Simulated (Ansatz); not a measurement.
CH4F2SeSi (`FC[SiH](F)[SeH]`) at its PBE0-D4/def2-TZVP geometry, where that method's forces vanish. The species carries charge 0 and has multiplicity 1.

| atom | x (Å) | y (Å) | z (Å) |
| --- | --- | --- | --- |
| F1 | 0.428 | -0.451 | -2.187 |
| C2 | 0.489 | 0.271 | -1.003 |
| Si3 | -0.267 | -0.711 | 0.414 |
| F4 | -1.778 | -1.048 | 0.029 |
| Se5 | -0.125 | 0.501 | 2.319 |
| H6 | 1.538 | 0.499 | -0.783 |
| H7 | -0.038 | 1.221 | -1.148 |
| H8 | 0.442 | -1.982 | 0.675 |
| H9 | -0.690 | 1.700 | 1.683 |

Q: For each bond, give half the difference of the two atoms' forces along it (eV/Å; positive pushes the atoms apart) under PBE-D4, r2SCAN-D4, B3LYP-D4, ωB97M-V in def2-TZVPP. (Estimate.)

A: Computed: 
```json
{"bond": "F1–C2", "length (Å)": "1.388", "PBE-D4": "0.51", "r2SCAN-D4": "0.38", "B3LYP-D4": "0.43", "ωB97M-V": "0.31"}
{"bond": "C2–Si3", "length (Å)": "1.882", "PBE-D4": "-0.14", "r2SCAN-D4": "-0.08", "B3LYP-D4": "-0.02", "ωB97M-V": "-0.06"}
{"bond": "C2–H6", "length (Å)": "1.095", "PBE-D4": "0.07", "r2SCAN-D4": "-0.06", "B3LYP-D4": "-0.13", "ωB97M-V": "-0.11"}
{"bond": "C2–H7", "length (Å)": "1.096", "PBE-D4": "0.09", "r2SCAN-D4": "-0.04", "B3LYP-D4": "-0.12", "ωB97M-V": "-0.11"}
{"bond": "Si3–F4", "length (Å)": "1.595", "PBE-D4": "0.54", "r2SCAN-D4": "0.04", "B3LYP-D4": "0.17", "ωB97M-V": "0.16"}
{"bond": "Si3–Se5", "length (Å)": "2.262", "PBE-D4": "0.04", "r2SCAN-D4": "0.03", "B3LYP-D4": "0.15", "ωB97M-V": "-0.03"}
{"bond": "Si3–H8", "length (Å)": "1.479", "PBE-D4": "0.04", "r2SCAN-D4": "-0.03", "B3LYP-D4": "-0.17", "ωB97M-V": "-0.19"}
{"bond": "Se5–H9", "length (Å)": "1.470", "PBE-D4": "0.27", "r2SCAN-D4": "-0.01", "B3LYP-D4": "0.04", "ωB97M-V": "-0.11"}
```

B3LYP here is the variant with VWN-RPA as its local correlation; programs differ in this.
